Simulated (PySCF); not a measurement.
An equivalent PySCF input for Sn+ (tin, charge +1), [Kr] 4d10 5s2 5p1, 2P determinant, with the spin-free X2C one-electron Hamiltonian (Gaussian nucleus):

```python
from pyscf import gto, scf, dft, mp, cc
import basis_set_exchange as bse
mol = gto.M(atom="Sn 0 0 0", charge=1, spin=1, symmetry="D2h",
            basis=gto.basis.parse(bse.get_basis("ANO-RCC-VTZP", elements=["Sn"], fmt="nwchem")),
            nucmod="G")
mf = dft.UKS(mol, xc="R2SCAN").sfx2c1e()
mf.irrep_nelec = {'Ag': (9, 9), 'B1g': (2, 2), 'B2g': (2, 2), 'B3g': (2, 2), 'B1u': (3, 3), 'B2u': (4, 3), 'B3u': (3, 3)}
mf.kernel()
```

It reaches the same state as the run whose output follows, with an energy that differs only through the grid. The run itself started from symmetry-adapted Hartree-Fock orbitals and held the occupation by maximum overlap, on a logarithmic radial grid, so the iterations belong to that start.

```
SCF conv_tol = 1e-09
number electrons alpha = 25  beta = 24
XC functionals = R2SCAN
    J. W. Furness, A. D. Kaplan, J. Ning, J. P. Perdew, and J. Sun.,  J. Phys. Chem. Lett. 11, 8208-8215 (2020)
    J. W. Furness, A. D. Kaplan, J. Ning, J. P. Perdew, and J. Sun.,  J. Phys. Chem. Lett. 11, 9248-9248 (2020)
    J. W. Furness, A. D. Kaplan, J. Ning, J. P. Perdew, and J. Sun.,  J. Phys. Chem. Lett. 11, 8208-8215 (2020)
    J. W. Furness, A. D. Kaplan, J. Ning, J. P. Perdew, and J. Sun.,  J. Phys. Chem. Lett. 11, 9248-9248 (2020)
cycle= 1 E= -6176.02134537594  delta_E= -0.0106  |g|= 0.0306  |ddm|= 0.117
cycle= 2 E= -6176.02144241477  delta_E= -9.7e-05  |g|= 0.0137  |ddm|= 0.0132
cycle= 3 E= -6176.02146369637  delta_E= -2.13e-05  |g|= 0.00538  |ddm|= 0.00483
cycle= 4 E= -6176.02146889298  delta_E= -5.2e-06  |g|= 0.000292  |ddm|= 0.00185
cycle= 5 E= -6176.02146895697  delta_E= -6.4e-08  |g|= 2.93e-05  |ddm|= 0.000406
cycle= 6 E= -6176.02146895733  delta_E= -3.62e-10  |g|= 1.93e-06  |ddm|= 2.89e-05
converged SCF energy = -6176.02146895733  <S^2> = 0.75460832  2S+1 = 2.004603
```
